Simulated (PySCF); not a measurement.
Static response to an electric field

Compound: C5H7BO2.
Numbering: `[CH:1]#[C:2][B:3]([OH:4])[O:5][CH:6]1[CH2:7][CH2:8]1` (hydrogens: H9 on C1; H10 on O4; H11 on C6; H12, H13 on C7; H14, H15 on C8)

Cartesian coordinates in Å at the PBE0-D3(BJ)/def2-SVP level; atoms count from 1:
```
atom  x, y, z in Å
C1     2.3582   -2.2430   -0.2208
C2     2.0580   -1.0647   -0.2232
B3     1.6530    0.4242   -0.2247
O4     2.6230    1.3699   -0.2184
O5     0.3542    0.8265   -0.2298
C6    -0.7377   -0.0358   -0.2371
C7    -1.9541    0.4004    0.5074
C8    -1.9428    0.3987   -1.0003
H9     2.6392   -3.2807   -0.2187
H10    2.2414    2.2553   -0.2189
H11   -0.4695   -1.0974   -0.2339
H12   -1.8962    1.3711    1.0063
H13   -2.5409   -0.3542    1.0375
H14   -2.5218   -0.3572   -1.5372
H15   -1.8784    1.3682   -1.5006
```

Level: B3LYP/def2-SVPD (PySCF), static field, nuclei fixed, core orbitals frozen in the response. The polarisability tensor in these axes (au):

```
x   86.70 -7.79  0.14
y   -7.79 86.27 -0.04
z    0.14 -0.04 61.62
```

**Question.** Diagonalise the tensor; give its mean and Δα, where Δα² is half the sum of the squared differences of the eigenvalues.

**Answer.** Principal values 61.62, 78.70 and 94.27 au; mean 78.19 au = 11.59 Å³ = 12.89 × 10⁻⁴⁰ C²·m²/J; Δα = 28.29 au (36 % of the mean).

**Question.** What is the dipole moment, and where does it point?

**Answer.** (-1.75, -0.39, -0.01) D, 1.79 D in size, pointing from the negative to the positive side. Measured along this direction, the outermost atoms are O4 at the negative end and H13 and H14 at the positive end.

**Question.** Directions of the eigenvectors, and the extent of the frame along each?

**Answer.** Largest value along (0.72, -0.70, 0.00), where the nuclei span 6.49 Å; middle along (0.70, 0.72, 0.00), 5.20 Å; least along (-0.01, 0.00, 1.00), 2.57 Å. The response follows the extents in order.

**Question.** What depolarisation ratio follows for Rayleigh scattering of linearly polarised light, taking the static tensor?

**Answer.** ρ = 3Δα²/(45ᾱ² + 4Δα²) = 2401.4/(275150 + 3201.9) = 0.00863.

**Question.** In TDDFT the mean static polarisability is Σ f/ω² over all singlet excitations (ω in hartree). How much of it do the 10 lowest give? Their energies (eV) and oscillator strengths: 5.59, 0.0000; 5.95, 0.0879; 6.27, 0.0278; 6.63, 0.0000; 6.77, 0.0004; 6.78, 0.0003; 7.14, 0.0004; 7.39, 0.0012; 7.40, 0.0316; 7.53, 0.0115.

**Answer.** They add up to 2.97 au, 3.8 % of the 78.19 au; the largest single term is 1.84 au, from the state at 5.95 eV. Terms in order: 0.00, 1.84, 0.52, 0.00, 0.01, 0.00, 0.01, 0.02, 0.43, 0.15 au. Higher excitations give the rest. The strengths listed sum to 0.161.

**Question.** In a dilute gas of rigid molecules at 298 K, how does the orientational term μ²/3kT compare with the electronic polarisability?

**Answer.** In Gaussian units μ²/3kT = 25.93 Å³ against 11.59 Å³, a ratio of 2.24; the Debye molar polarisation (4π/3)N_A(α + μ²/3kT) is 94.7 cm³/mol, leaving out the vibrational part.

**Question.** Give the eigenvalues of the traceless quadrupole moment Θ = ½Σq(3rr − r²1), origin at the centre of nuclear charge.

**Answer.** -8.31, -3.55, 11.85 D·Å. The values depend on the origin, since the dipole doesn't vanish. The electronic extent ⟨r²⟩ about the same centre is 1144 bohr², a root-mean-square distance of 2.35 Å for the 58 electrons.

One conformer (not necessarily the lowest) at the PBE0-D3(BJ)/def2-SVP geometry, without solvent, vibrations or thermal averaging.
